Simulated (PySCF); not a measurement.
PySCF job for F6S, SMILES FS(F)(F)(F)(F)F (connectivity only; charge and spin as stated), charge +1, multiplicity 2, TDA-PBE/def2-SVPD. Geometry: TPSSh-D3(BJ)/def2-SVP. The spin state was assumed, not searched.

```python
import numpy as np
from pyscf import gto, scf, dft, tdscf

mol = gto.M(
    atom='''
    F     0.00000000   -1.59096820    0.00000000
    S     0.00000000    0.00000000    0.00000000
    F     1.59096820    0.00000000    0.00000000
    F     0.00000000    0.00000000    1.59096820
    F    -1.59096820    0.00000000    0.00000000
    F     0.00000000    0.00000000   -1.59096820
    F     0.00000000    1.59096820    0.00000000
    ''',
    basis='def2-SVPD',
    charge=1,
    spin=1,
    max_memory=1600,
    verbose=4,
)
mf = dft.UKS(mol, xc='pbe').density_fit(auxbasis='def2-universal-jkfit')
mf.grids.level = 3
mf.conv_tol = 1e-9
mf.max_cycle = 100
mf.kernel()
fine, coarse = mf.grids, dft.Grids(mol).set(level=1).build(with_non0tab=True)
for _ in range(3):  # follow internal instabilities
    mf.grids = coarse
    mo, _, stable, _ = mf.stability(return_status=True, nroots=4)
    mf.grids = fine
    if stable:
        break
    mf.kernel(mf.make_rdm1(mo, mf.mo_occ))
mf.grids = dft.Grids(mol).set(level=1).build(with_non0tab=True)  # coarser grid for the response kernel
td = tdscf.TDA(mf)
td.nstates = 10
td.conv_tol = 1e-4
td.positive_eig_threshold = 1e-6
td.kernel(x0=td.get_init_guess(mf, 15))
td.analyze()
```

It prints:

```
[...]


WARN: HOMO -0.644249304702708 >= LUMO -0.644022267152646

cycle= 23 E= -995.359114992497  delta_E= 0.00677  |g|= 0.189  |ddm|= 0.238
  alpha nocc = 35  HOMO = -0.640241306405706  LUMO = -0.396699515418752
  beta  nocc = 34  HOMO = -0.644993463895353  LUMO = -0.635431387034246
  HOMO = -0.640241306406  LUMO = -0.635431387034  gap/eV = 0.13088
cycle= 24 E= -995.332847927847  delta_E= 0.0263  |g|= 0.319  |ddm|= 1.09
  alpha nocc = 35  HOMO = -0.655586273558429  LUMO = -0.399833662790895
  beta  nocc = 34  HOMO = -0.644991274395941  LUMO = -0.642707743192665
  HOMO = -0.644991274396  LUMO = -0.642707743193  gap/eV = 0.06214
cycle= 25 E= -995.34930285081  delta_E= -0.0165  |g|= 0.237  |ddm|= 0.108
  alpha nocc = 35  HOMO = -0.657895294315274  LUMO = -0.398968456935273

WARN: beta  nocc = 34  HOMO -0.643904910294525 >= LUMO -0.643526711448948


WARN: HOMO -0.643904910294525 >= LUMO -0.643526711448948

cycle= 26 E= -995.354120121705  delta_E= -0.00482  |g|= 0.212  |ddm|= 1.09
  alpha nocc = 35  HOMO = -0.657683439672131  LUMO = -0.399209498306601

WARN: beta  nocc = 34  HOMO -0.643766608295058 >= LUMO -0.643629263870453


WARN: HOMO -0.643766608295058 >= LUMO -0.643629263870453

cycle= 27 E= -995.364199009154  delta_E= -0.0101  |g|= 0.163  |ddm|= 0.335
  alpha nocc = 35  HOMO = -0.657580859771243  LUMO = -0.399276271695997

WARN: beta  nocc = 34  HOMO -0.644242871969639 >= LUMO -0.643756457768079


WARN: HOMO -0.644242871969639 >= LUMO -0.643756457768079

cycle= 28 E= -995.358670654855  delta_E= 0.00553  |g|= 0.192  |ddm|= 0.191
  alpha nocc = 35  HOMO = -0.657628773809002  LUMO = -0.399188599848156

WARN: beta  nocc = 34  HOMO -0.643984031461037 >= LUMO -0.643801198642314


WARN: HOMO -0.643984031461037 >= LUMO -0.643801198642314

cycle= 29 E= -995.372989541053  delta_E= -0.0143  |g|= 0.0967  |ddm|= 0.496
  alpha nocc = 35  HOMO = -0.657538189714258  LUMO = -0.399322334563704

WARN: beta  nocc = 34  HOMO -0.644126243408729 >= LUMO -0.643883837977242


WARN: HOMO -0.644126243408729 >= LUMO -0.643883837977242

cycle= 30 E= -995.374083758477  delta_E= -0.00109  |g|= 0.0838  |ddm|= 0.34
  alpha nocc = 35  HOMO = -0.657620914120458  LUMO = -0.399221159050612

WARN: beta  nocc = 34  HOMO -0.644015901724455 >= LUMO -0.643841853590725


WARN: HOMO -0.644015901724455 >= LUMO -0.643841853590725

cycle= 31 E= -995.373636081418  delta_E= 0.000448  |g|= 0.0896  |ddm|= 0.278
  alpha nocc = 35  HOMO = -0.655418552363402  LUMO = -0.399640667433289

WARN: beta  nocc = 34  HOMO -0.644331581020421 >= LUMO -0.643794942718737


WARN: HOMO -0.644331581020421 >= LUMO -0.643794942718737

cycle= 32 E= -995.369454937662  delta_E= 0.00418  |g|= 0.128  |ddm|= 0.321
  alpha nocc = 35  HOMO = -0.654865784225848  LUMO = -0.399372951929354

WARN: beta  nocc = 34  HOMO -0.644425794629287 >= LUMO -0.64360798716013


WARN: HOMO -0.644425794629287 >= LUMO -0.64360798716013

cycle= 33 E= -995.376074353489  delta_E= -0.00662  |g|= 0.0558  |ddm|= 0.328
  alpha nocc = 35  HOMO = -0.654536488272689  LUMO = -0.399193391923903
  beta  nocc = 34  HOMO = -0.644480193193421  LUMO = -0.643321989486082
  HOMO = -0.644480193193  LUMO = -0.643321989486  gap/eV = 0.03152
cycle= 34 E= -995.376867399013  delta_E= -0.000793  |g|= 0.0388  |ddm|= 0.144
  alpha nocc = 35  HOMO = -0.654481946124768  LUMO = -0.399303146132085
  beta  nocc = 34  HOMO = -0.644574333526295  LUMO = -0.643395017431437
  HOMO = -0.644574333526  LUMO = -0.643395017431  gap/eV = 0.03209
cycle= 35 E= -995.376472744743  delta_E= 0.000395  |g|= 0.048  |ddm|= 0.0984
  alpha nocc = 35  HOMO = -0.654328339095165  LUMO = -0.399518674093472
  beta  nocc = 34  HOMO = -0.64471578411352  LUMO = -0.643431438680159
  HOMO = -0.644715784114  LUMO = -0.64343143868  gap/eV = 0.03495
cycle= 36 E= -995.376643705842  delta_E= -0.000171  |g|= 0.0441  |ddm|= 0.0716
  alpha nocc = 35  HOMO = -0.654238491128228  LUMO = -0.399565400718836
  beta  nocc = 34  HOMO = -0.644740487092139  LUMO = -0.643442758169411
  HOMO = -0.644740487092  LUMO = -0.643442758169  gap/eV = 0.03531
cycle= 37 E= -995.376739621064  delta_E= -9.59e-05  |g|= 0.0417  |ddm|= 0.024
  alpha nocc = 35  HOMO = -0.6536894086014  LUMO = -0.399202975013494
  beta  nocc = 34  HOMO = -0.644733447593615  LUMO = -0.643371612031535
  HOMO = -0.644733447594  LUMO = -0.643371612032  gap/eV = 0.03706
cycle= 38 E= -995.376962962939  delta_E= -0.000223  |g|= 0.0358  |ddm|= 0.134
  alpha nocc = 35  HOMO = -0.653883027753124  LUMO = -0.399788024262755
  beta  nocc = 34  HOMO = -0.644789389974326  LUMO = -0.643399197800946
  HOMO = -0.644789389974  LUMO = -0.643399197801  gap/eV = 0.03783
cycle= 39 E= -995.377538682041  delta_E= -0.000576  |g|= 0.00855  |ddm|= 0.0972
  alpha nocc = 35  HOMO = -0.654376422234763  LUMO = -0.399409616382029
  beta  nocc = 34  HOMO = -0.644839347298908  LUMO = -0.643542379555166
  HOMO = -0.644839347299  LUMO = -0.643542379555  gap/eV = 0.03529
cycle= 40 E= -995.37756722949  delta_E= -2.85e-05  |g|= 0.00244  |ddm|= 0.0162
  alpha nocc = 35  HOMO = -0.654325100327163  LUMO = -0.39932121376684
  beta  nocc = 34  HOMO = -0.644701419481691  LUMO = -0.643366197767373
  HOMO = -0.644701419482  LUMO = -0.643366197767  gap/eV = 0.03633
cycle= 41 E= -995.377569161632  delta_E= -1.93e-06  |g|= 0.00109  |ddm|= 0.00898
  alpha nocc = 35  HOMO = -0.654416549311127  LUMO = -0.39942447507596
  beta  nocc = 34  HOMO = -0.644797279939969  LUMO = -0.64344654926229
  HOMO = -0.64479727994  LUMO = -0.643446549262  gap/eV = 0.03676
cycle= 42 E= -995.377569635676  delta_E= -4.74e-07  |g|= 0.000444  |ddm|= 0.00397
  alpha nocc = 35  HOMO = -0.654397312909148  LUMO = -0.399395019029379
  beta  nocc = 34  HOMO = -0.644779455406824  LUMO = -0.643425424595775
  HOMO = -0.644779455407  LUMO = -0.643425424596  gap/eV = 0.03685
cycle= 43 E= -995.377569686735  delta_E= -5.11e-08  |g|= 0.00029  |ddm|= 0.000648
  alpha nocc = 35  HOMO = -0.65440306195875  LUMO = -0.399400919547249
  beta  nocc = 34  HOMO = -0.644783565054964  LUMO = -0.643429503194779
  HOMO = -0.644783565055  LUMO = -0.643429503195  gap/eV = 0.03685
cycle= 44 E= -995.37756971384  delta_E= -2.71e-08  |g|= 0.000172  |ddm|= 0.000794
  alpha nocc = 35  HOMO = -0.654401663751196  LUMO = -0.399397985656836
  beta  nocc = 34  HOMO = -0.644782376435986  LUMO = -0.643428216618721
  HOMO = -0.644782376436  LUMO = -0.643428216619  gap/eV = 0.03685
cycle= 45 E= -995.377569723297  delta_E= -9.46e-09  |g|= 9.25e-05  |ddm|= 0.000314
  alpha nocc = 35  HOMO = -0.654397977838942  LUMO = -0.399395685476226
  beta  nocc = 34  HOMO = -0.644780729389382  LUMO = -0.643426883068347
  HOMO = -0.644780729389  LUMO = -0.643426883068  gap/eV = 0.03684
cycle= 46 E= -995.377569560682  delta_E= 1.63e-07  |g|= 0.000594  |ddm|= 0.00165
  alpha nocc = 35  HOMO = -0.654400557321411  LUMO = -0.399397542016622
  beta  nocc = 34  HOMO = -0.644782105445928  LUMO = -0.643427555096361
  HOMO = -0.644782105446  LUMO = -0.643427555096  gap/eV = 0.03686
cycle= 47 E= -995.377569726412  delta_E= -1.66e-07  |g|= 4.11e-05  |ddm|= 0.0016
  alpha nocc = 35  HOMO = -0.654399956466424  LUMO = -0.39939687016943
  beta  nocc = 34  HOMO = -0.64478163760821  LUMO = -0.6434270982446
  HOMO = -0.644781637608  LUMO = -0.643427098245  gap/eV = 0.03686
cycle= 48 E= -995.377569726395  delta_E= 1.64e-11  |g|= 4.12e-05  |ddm|= 0.00017
  alpha nocc = 35  HOMO = -0.654400257416435  LUMO = -0.399396999946753
  beta  nocc = 34  HOMO = -0.644781694591565  LUMO = -0.643427025068759
  HOMO = -0.644781694592  LUMO = -0.643427025069  gap/eV = 0.03686
cycle= 49 E= -995.377569726875  delta_E= -4.8e-10  |g|= 2.55e-05  |ddm|= 0.000116
  alpha nocc = 35  HOMO = -0.654396702937971  LUMO = -0.39939702457602
  beta  nocc = 34  HOMO = -0.644779124358032  LUMO = -0.643427055938783
  HOMO = -0.644779124358  LUMO = -0.643427055939  gap/eV = 0.03679
Extra cycle  E= -995.37756926012  delta_E= 4.67e-07  |g|= 0.000992  |ddm|= 0.00317
SCF not converged.
SCF energy = -995.37756926012 after 100 cycles  <S^2> = 0.75104245  2S+1 = 2.0010422
tot grids = 38120
uhf_internal: lowest eigs of H = [0.02270892 0.02349366 0.07490547 0.07565522]
<class 'pyscf.df.df_jk.DFUKS'> wavefunction is stable in the internal stability analysis
tot grids = 38120
Overwritten attributes  positive_eig_threshold  of <class 'pyscf.tdscf.uks.TDA'>


******** <class 'pyscf.tdscf.uks.TDA'> for <class 'pyscf.df.df_jk.DFUKS'> ********
nstates = 10
deg_eia_thresh = 1.000e-03
wfnsym = None
conv_tol = 0.0001
eigh lindep = 1e-12
eigh level_shift = 0
eigh max_cycle = 100

WARN: Ground state SCF is not converged



Excitation energies (eV)
[0.28141021 0.28349566 1.05733311 1.05829741 1.18686306 2.34574759
 2.35037037 2.42895062 2.93475035 2.93508974]

** Excitation energies and oscillator strengths **
Excited State   1:      0.28141 eV   4405.82 nm  f=0.0000
      24b ->   35b      0.12516
      33b ->   35b     -0.98850
Excited State   2:      0.28350 eV   4373.41 nm  f=0.0000
      23b ->   35b     -0.12538
      34b ->   35b      0.98843
Excited State   3:      1.05733 eV   1172.61 nm  f=0.0001
      28b ->   35b     -0.56493
      31b ->   35b     -0.82477
Excited State   4:      1.05830 eV   1171.54 nm  f=0.0001
      29b ->   35b      0.56907
      30b ->   35b      0.82192
Excited State   5:      1.18686 eV   1044.64 nm  f=0.0000
      27b ->   35b     -0.99980
Excited State   6:      2.34575 eV    528.55 nm  f=0.0509
      28b ->   35b     -0.80580
      31b ->   35b      0.54823
Excited State   7:      2.35037 eV    527.51 nm  f=0.0513
      29b ->   35b     -0.80259
      30b ->   35b      0.55205
Excited State   8:      2.42895 eV    510.44 nm  f=0.0662
      32b ->   35b     -0.97213
Excited State   9:      2.93475 eV    422.47 nm  f=0.0000
      26b ->   35b     -0.99942
Excited State  10:      2.93509 eV    422.42 nm  f=0.0000
      25b ->   35b     -0.99942

** Transition electric dipole moments (AU) **
state          X           Y           Z        Dip. S.      Osc.
  1        -0.0000     -0.0000      0.0000      0.0000      0.0000
  2        -0.0000     -0.0000     -0.0000      0.0000      0.0000
  3        -0.0443     -0.0544      0.0102      0.0050      0.0001
  4        -0.0373      0.0197     -0.0572      0.0050      0.0001
  5        -0.0001     -0.0001     -0.0000      0.0000      0.0000
  6         0.5697      0.7376     -0.1320      0.8861      0.0509
  7        -0.5244      0.2738     -0.7349      0.8901      0.0513
  8         0.6023     -0.5842     -0.6391      1.1125      0.0662
  9        -0.0000     -0.0000      0.0000      0.0000      0.0000
 10         0.0000      0.0000      0.0000      0.0000      0.0000

** Transition velocity dipole moments (imaginary part, AU) **
state          X           Y           Z        Dip. S.      Osc.
  1         0.0000     -0.0000     -0.0000      0.0000      0.0000
  2         0.0000      0.0000      0.0000      0.0000      0.0000
  3         0.0124      0.0152     -0.0028      0.0004      0.0067
  4         0.0104     -0.0055      0.0159      0.0004      0.0067
  5         0.0000      0.0000      0.0000      0.0000      0.0000
  6        -0.1586     -0.2053      0.0367      0.0686      0.5309
  7         0.1461     -0.0762      0.2046      0.0690      0.5327
  8        -0.1694      0.1643      0.1797      0.0880      0.6571
  9         0.0000      0.0000     -0.0000      0.0000      0.0000
 10        -0.0000     -0.0000     -0.0000      0.0000      0.0000

** Transition magnetic dipole moments (imaginary part, AU) **
state          X           Y           Z
  1         0.3289      0.4026     -0.0751
  2        -0.2752      0.1458     -0.4233
  3         0.0000     -0.0000     -0.0000
  4         0.0000      0.0000      0.0000
  5         0.0000     -0.0000     -0.0000
  6         0.0000     -0.0000      0.0000
  7        -0.0000     -0.0000     -0.0000
  8        -0.0000     -0.0000      0.0000
  9        -0.2407      0.1278     -0.3665
 10        -0.2861     -0.3524      0.0651
```

The run did not converge; its last values are not results.
